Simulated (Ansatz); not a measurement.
# Which is lower?

The two ends of one reaction step of AlAsH6SO2, closed shell (PBE0-D4/def2-TZVP).

A:

```xyz
11
angstrom
Al -0.4406 0.1574 -0.8230
S 1.4396 0.3396 -1.9701
O -1.3886 -1.2469 -1.0369
O -1.1637 1.6266 -0.3416
H 1.5629 0.5101 2.1431
As 0.6142 -0.4807 1.5201
H 1.4587 1.6744 -1.8137
H -1.2818 -1.8294 -1.7862
H -2.1113 1.7051 -0.2460
H -0.2048 -0.7696 2.7555
H 1.5152 -1.6865 1.5989
```

B:

Al1  (-0.449, -0.291, -0.236)
S2  (1.390, 1.016, -1.453)
O3  (-0.371, -1.619, -1.309)
O4  (-1.684, 0.875, -0.458)
H5  (2.378, 0.150, -1.172)
As6  (0.621, -0.688, 1.927)
H7  (1.764, 1.866, -0.481)
H8  (-1.011, -1.726, -2.012)
H9  (-2.119, 1.289, 0.285)
H10  (0.065, 0.612, 2.499)
H11  (-0.584, -1.484, 2.411)
(Å)

Program: Ansatz 0.2.0. Basis: def2-TZVPP. Cores are frozen in the correlated methods. Filled d shells of the heavier atoms are correlated. The def2 sets are not built for correlating such inner shells, so the correlated values are less sure here. B3LYP uses VWN-RPA correlation.

(1) Which structure is lower at CCSD(T), and by how much? (An estimate is asked for; the value comes from the calculation.)

The T1 diagnostic stays at or below 0.012.

## Answers

(1) By the calculation: A, by 0.510 eV (electronic energy, against the other). By their contacts, A is AlAsH₆SO₂ ([OH][Al]([OH])([SH])[AsH3]) and B is AlAsH₆SO₂ ([OH][Al]([OH])([SH2])[AsH2]).

All methods give the same order:

```json
{"method": "SPW92", "E(B) − E(A) (eV)": "0.416"}
{"method": "PBE-D4", "E(B) − E(A) (eV)": "0.432"}
{"method": "BLYP-D4", "E(B) − E(A) (eV)": "0.452"}
{"method": "r2SCAN-D4", "E(B) − E(A) (eV)": "0.495"}
{"method": "B97M-V", "E(B) − E(A) (eV)": "0.603"}
{"method": "PBE0-D4", "E(B) − E(A) (eV)": "0.479"}
{"method": "B3LYP-D4", "E(B) − E(A) (eV)": "0.489"}
{"method": "r2SCAN0-D4", "E(B) − E(A) (eV)": "0.512"}
{"method": "BHLYP-D4", "E(B) − E(A) (eV)": "0.550"}
{"method": "CAM-B3LYP-D4", "E(B) − E(A) (eV)": "0.520"}
{"method": "wB97X-V", "E(B) − E(A) (eV)": "0.532"}
{"method": "wB97M-V", "E(B) − E(A) (eV)": "0.485"}
{"method": "B2PLYP", "E(B) − E(A) (eV)": "0.509"}
{"method": "PBE-QIDH", "E(B) − E(A) (eV)": "0.528"}
{"method": "RPA on PBE", "E(B) − E(A) (eV)": "0.477"}
{"method": "HF", "E(B) − E(A) (eV)": "0.638"}
{"method": "MP2", "E(B) − E(A) (eV)": "0.530"}
{"method": "CCSD", "E(B) − E(A) (eV)": "0.526"}
{"method": "CCSD(T)", "E(B) − E(A) (eV)": "0.510"}
```

Labels in which every atom is bracketed show which atoms are joined, not bond orders.

For scale, one of the runs: CCSD(T)/def2-TZVPP, 278 basis functions, launched by `ansatz run in.yaml --threads 8 --pin off --events-out ev --progress --plain --max-ram 19148MiB`. Hardware: 8 CPU threads of an Arm Neoverse V2, shared host. Wall time 3.4 min; peak host memory 7.6 GiB.
